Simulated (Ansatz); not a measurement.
The cluster Y₄. The state is a singlet with charge 0. Geometry B3LYP-D4/def2-SVP; atoms count from 1.

```xyz
4

Y     2.0200   -0.4490    0.5745
Y    -0.1182    0.5107   -1.8739
Y    -0.7293    1.4689    1.0450
Y    -1.1725   -1.5306    0.2543
```

In the def2 sets Y takes a core potential; there is no spin–orbit coupling. The restricted singlet is unstable: a solution with broken spin symmetry lies lower. The geometry of the singlet was relaxed on an unsound state (restricted singlet, unstable towards broken spin symmetry at other levels and untested here). At PBE0-D4/def2-TZVP a triplet of charge 0 lies 0.34 eV below the restricted singlet, each at its own geometry. That triplet is doubtful there (⟨S²⟩ 2.90, where a pure state has 2.00). The structure comes from a short search, and lower isomers may exist.

Q: Estimate the Mulliken populations from the PBE0/def2-TZVP orbitals of Ansatz.

A: 
| atom | charge (e) | d electrons |
| --- | --- | --- |
| Y1 | -0.09 | 1.13 |
| Y2 | 0.03 | 1.46 |
| Y3 | 0.03 | 1.46 |
| Y4 | 0.03 | 1.46 |
Mulliken values and Mayer orders depend strongly on the basis.

Q: And the Mayer bond orders between bonded heavy atoms (over 0.3)?

A: Y1–Y2 1.00 (3.39 Å); Y1–Y3 1.00 (3.39 Å); Y1–Y4 1.00 (3.39 Å); Y2–Y3 1.29 (3.13 Å); Y2–Y4 1.29 (3.13 Å); Y3–Y4 1.29 (3.13 Å).
